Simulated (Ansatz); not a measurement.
Ansatz (an electronic-structure program) input (MP2/def2-TZVP):

Ansatz 0.2 input:
```yaml
crystal:
  periodic: [false, false, false]
  atoms:
    - {symbol: Te, position_ang: [-0.00070909, 0.04327509, 0.00226130]}
    - {symbol: H, position_ang: [-1.16040669, -1.14501690, -0.04830027]}
    - {symbol: H, position_ang: [1.19727946, -1.10528797, -0.06928709]}
basis:
  gaussian:
    orbitals: def2-TZVP
magnetization: {spin_polarized: false}
correlation: {method: mp2, electrons: outside_noble_gas}
relax: {f_tol: 0.003, max_steps: 100}
```

Output:

```
Functional definition: HF
these checks for a lower state are left out or cut short: cluster_reference
integrals: 0.02 GiB planned
634 factors; integrals over basis functions are off by at most 2.0e-4 eV
mean field: 0.10 GiB planned
mean field evaluation 1: about -7296.3535 eV, gradient 8.5e0 eV
mean field evaluation 2: about -7296.3534 eV, gradient 8.5e0 eV
mean field evaluation 4: about -7296.7960 eV, gradient 1.7e0 eV
mean field evaluation 8: about -7296.8063 eV, gradient 2.4e-3 eV
mean field -7296.80629551 eV, -268.1526854069 hartree, gradient 2.4e-6 eV, S^2 0.000000; 0 other end points of the search recorded, 0 dependent functions left out
9 core orbitals not correlated
reference -7296.80629551 eV, -268.1526854069 hartree; 4, 4 occupied and 49, 49 virtual orbitals, 634 factors
densities: 0.08 GiB planned
second order -3.82940038 eV of doubles, -0.00000000 eV of singles
the calculation of the forces begins
relax step   1: F+E_penalty+E_count = -7300.63569589 eV  Δ(F+E_penalty+E_count) = +0.000e0 eV  max|allowed force component| = 2.863e-1 eV/Å  Δτ_max = 0.0000 Å  (42 SCF iters, accepted)
these checks for a lower state are left out or cut short: starts, cluster_reference, orbital_swaps, neighbouring_geometries, increment
integrals: 0.02 GiB planned
634 factors; integrals over basis functions are off by at most 2.0e-4 eV
mean field: 0.10 GiB planned
mean field evaluation 16: about -7296.8135 eV, gradient 5.5e-3 eV
mean field -7296.81345541 eV, -268.1529485284 hartree, gradient 1.7e-6 eV, S^2 0.000000; 0 other end points of the search recorded, 0 dependent functions left out
9 core orbitals not correlated
reference -7296.81345541 eV, -268.1529485284 hartree; 4, 4 occupied and 49, 49 virtual orbitals, 634 factors
densities: 0.08 GiB planned
second order -3.82366822 eV of doubles, -0.00000000 eV of singles
the calculation of the forces begins
relax step   2: F+E_penalty+E_count = -7300.63712363 eV  Δ(F+E_penalty+E_count) = -1.428e-3 eV  max|allowed force component| = 1.773e-1 eV/Å  Δτ_max = 0.0121 Å  (33 SCF iters, accepted)
these checks for a lower state are left out or cut short: starts, cluster_reference, orbital_swaps, neighbouring_geometries, increment
integrals: 0.02 GiB planned
634 factors; integrals over basis functions are off by at most 2.0e-4 eV
mean field: 0.10 GiB planned
mean field -7296.81183809 eV, -268.1528890930 hartree, gradient 2.9e-6 eV, S^2 0.000000; 0 other end points of the search recorded, 0 dependent functions left out
9 core orbitals not correlated
reference -7296.81183809 eV, -268.1528890930 hartree; 4, 4 occupied and 49, 49 virtual orbitals, 634 factors
densities: 0.08 GiB planned
second order -3.82605570 eV of doubles, -0.00000000 eV of singles
the calculation of the forces begins
relax step   3: F+E_penalty+E_count = -7300.63789379 eV  Δ(F+E_penalty+E_count) = -7.702e-4 eV  max|allowed force component| = 4.953e-3 eV/Å  Δτ_max = 0.0054 Å  (33 SCF iters, accepted)
these checks for a lower state are left out or cut short: starts, cluster_reference, orbital_swaps, neighbouring_geometries, increment
integrals: 0.02 GiB planned
634 factors; integrals over basis functions are off by at most 2.0e-4 eV
mean field: 0.10 GiB planned
mean field evaluation 32: about -7296.8120 eV, gradient 2.9e-6 eV
mean field -7296.81197610 eV, -268.1528941650 hartree, gradient 5.2e-6 eV, S^2 0.000000; 0 other end points of the search recorded, 0 dependent functions left out
9 core orbitals not correlated
reference -7296.81197610 eV, -268.1528941650 hartree; 4, 4 occupied and 49, 49 virtual orbitals, 634 factors
densities: 0.08 GiB planned
second order -3.82592241 eV of doubles, -0.00000000 eV of singles
the calculation of the forces begins
relax step   4: F+E_penalty+E_count = -7300.63789852 eV  Δ(F+E_penalty+E_count) = -4.728e-6 eV  max|allowed force component| = 1.610e-4 eV/Å  Δτ_max = 0.0009 Å  (24 SCF iters, accepted)
these checks for a lower state are left out or cut short: cluster_reference
integrals: 0.02 GiB planned
634 factors; integrals over basis functions are off by at most 2.0e-4 eV
mean field: 0.10 GiB planned
mean field -7296.81197610 eV, -268.1528941650 hartree, gradient 5.2e-6 eV, S^2 0.000000; 1 other end points of the search recorded, 0 dependent functions left out
9 core orbitals not correlated
reference -7296.81197610 eV, -268.1528941650 hartree; 4, 4 occupied and 49, 49 virtual orbitals, 634 factors
densities: 0.08 GiB planned
second order -3.82592241 eV of doubles, -0.00000000 eV of singles
the calculation of the forces begins
Total energy: -7300.63789852 eV, -268.2934942204 hartree
Atom 0 at    -0.000593     0.036202     0.001892 Å, force     0.000001    -0.000076    -0.000004 eV/Å
Atom 1 at    -1.155467    -1.141396    -0.048160 Å, force    -0.000161     0.000035     0.000003 eV/Å
Atom 2 at     1.192224    -1.101836    -0.069058 Å, force     0.000160     0.000041     0.000001 eV/Å
Dipole moment:     0.000945    -0.057661    -0.003013 e Å
Checks for a lower state left out: cluster_reference
```
